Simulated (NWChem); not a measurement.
# ScBr2F; SMILES [F][Sc]([Br])[Br]

Results from NWChem. Pople sets run with spherical d functions. All runs use the structure optimised with PBE0/def2-SVP. No frequency run checked for a minimum. Ions are spin-unrestricted doublets at the neutral geometry; other ion states weren't tried.

For level Hartree-Fock/6-31G*:

```yaml
"−ε(HOMO) (eV)": 11.54
```

Q: What are these values for level LDA (Slater exchange, VWN5)/6-31G*?

A: 
| Property | Value |
|---|---|
| −ε(HOMO) (eV) | 7.46 |
